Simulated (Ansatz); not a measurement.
Reaction (formal exchange of groups at a B–B bond): `C=CB(C)BCl` + `C=N` → `C=CB(C)C=N` + `BCl`

Computed with Ansatz on PBE0-D4/def2-TZVP structures; ΔE is electronic, products minus reactants. CBS: MP2 limit from def2 TZ/QZ plus the TZ coupled-cluster correction, frozen cores. This one scheme is used for every species. Functionals use def2-TZVPP. One conformer a species, not always the lowest.

| level | ΔE (kcal/mol) |
| --- | --- |
| r2SCAN-D4 | -5.0 |
| B2PLYP | -5.7 |
| r2SCAN | -5.0 |
| CCSD(T)/def2-TZVPP | -5.6 |

Task: What does CCSD(T)/CBS give? (Best estimate.)

Result: The calculation gave: -5.4 kcal/mol. The listed levels differ from it by 0.4, -0.3, 0.4, -0.2 kcal/mol.

Largest T1 diagnostic among the species: 0.012.
